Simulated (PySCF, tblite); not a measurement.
Isomers of C5H13F3Si2, one GFN2-xTB conformer each. Single-point energies are computed at PBE0/pcSseg-1 (PySCF, gas phase, no added dispersion term), electronic only.

| SMILES | GFN2-xTB relative energy (kJ/mol) |
| --- | --- |
| CC(C)[SiH2][SiH2]CC(F)(F)F | 0.9 |
| C[SiH2][C@H](C)[SiH2]CC(F)(F)F | 0.0 |
| CCC[Si@@H]([SiH2]C)C(F)(F)F | 44.0 |
| CC[C@H]([SiH3])C[SiH2]C(F)(F)F | 7.4 |

Conformers: `[CH3:1][CH:2]([CH3:3])[SiH2:4][SiH2:5][CH2:6][C:7]([F:8])([F:9])[F:10]` with C1–C2–Si4–Si5 -53°, C2–Si4–Si5–C6 -50°, Si4–Si5–C6–C7 -57°; `[CH3:1][SiH2:2][C@H:3]([CH3:4])[SiH2:5][CH2:6][C:7]([F:8])([F:9])[F:10]` with C1–Si2–C3–C4 -175°, Si2–C3–Si5–C6 -70°, C3–Si5–C6–C7 -59°; `[CH3:1][CH2:2][CH2:3][Si@@H:4]([SiH2:5][CH3:6])[C:7]([F:8])([F:9])[F:10]` with C1–C2–C3–Si4 -178°, C2–C3–Si4–Si5 -179°, C3–Si4–Si5–C6 176°; `[CH3:1][CH2:2][C@H:3]([SiH3:4])[CH2:5][SiH2:6][C:7]([F:8])([F:9])[F:10]` with C1–C2–C3–Si4 63°, C2–C3–C5–Si6 -56°, C3–C5–Si6–C7 -51°.

Task: What does PBE0/pcSseg-1 give for the same structures?

Result: 
```
                        SMILES  PBE0/pcSseg-1 E (Eh)  PBE0/pcSseg-1 (kJ/mol)  GFN2-xTB (kJ/mol)  point group
C[SiH2][C@H](C)[SiH2]CC(F)(F)F           -1076.07357                     0.0                0.0           C1
   CCC[Si@@H]([SiH2]C)C(F)(F)F           -1076.06134                    32.1               44.0           C1
    CC(C)[SiH2][SiH2]CC(F)(F)F           -1076.06111                    32.7                0.9           C1
CC[C@H]([SiH3])C[SiH2]C(F)(F)F           -1076.03470                   102.1                7.4           C1
```

Both levels put the same isomer lowest; measured from each level's own lowest isomer, the values differ by up to 94.7 kJ/mol (CC[C@H]([SiH3])C[SiH2]C(F)(F)F: 7.4 against 102.1). Neighbours under 10 kJ/mol apart (CCC[Si@@H]([SiH2]C)C(F)(F)F and CC(C)[SiH2][SiH2]CC(F)(F)F) can change places with a better method, another conformer or zero-point energy.

Task: Which frontier levels, dipoles and rotational constants go with these structures?

Result: 
```json
{"SMILES": "C[SiH2][C@H](C)[SiH2]CC(F)(F)F", "HOMO (eV, PBE0/pcSseg-1)": "-8.27", "LUMO (eV)": "0.59", "dipole (D)": "1.76", "A, B, C (MHz)": "1346, 595.9, 495.1"}
{"SMILES": "CCC[Si@@H]([SiH2]C)C(F)(F)F", "HOMO (eV, PBE0/pcSseg-1)": "-8.30", "LUMO (eV)": "-0.17", "dipole (D)": "2.51", "A, B, C (MHz)": "1165, 600.8, 447.1"}
{"SMILES": "CC(C)[SiH2][SiH2]CC(F)(F)F", "HOMO (eV, PBE0/pcSseg-1)": "-8.13", "LUMO (eV)": "-0.10", "dipole (D)": "2.29", "A, B, C (MHz)": "1470, 520.3, 476.0"}
{"SMILES": "CC[C@H]([SiH3])C[SiH2]C(F)(F)F", "HOMO (eV, PBE0/pcSseg-1)": "-8.08", "LUMO (eV)": "0.29", "dipole (D)": "2.58", "A, B, C (MHz)": "1513, 498.6, 463.9"}
```

Task: What happens when harmonic zero-point energies from GFN2-xTB frequencies are added?

Result: 
```json
{"SMILES": "C[SiH2][C@H](C)[SiH2]CC(F)(F)F", "ZPE (kJ/mol)": "434.9", "electronic (kJ/mol)": "0.0", "with ZPE (kJ/mol)": "0.0"}
{"SMILES": "CCC[Si@@H]([SiH2]C)C(F)(F)F", "ZPE (kJ/mol)": "439.8", "electronic (kJ/mol)": "32.1", "with ZPE (kJ/mol)": "37.0"}
{"SMILES": "CC(C)[SiH2][SiH2]CC(F)(F)F", "ZPE (kJ/mol)": "437.3", "electronic (kJ/mol)": "32.7", "with ZPE (kJ/mol)": "35.2"}
{"SMILES": "CC[C@H]([SiH3])C[SiH2]C(F)(F)F", "ZPE (kJ/mol)": "431.9", "electronic (kJ/mol)": "102.1", "with ZPE (kJ/mol)": "99.0"}
```

The zero-point energies span 7.9 kJ/mol. The lowest isomer stays, but the order above it changes.
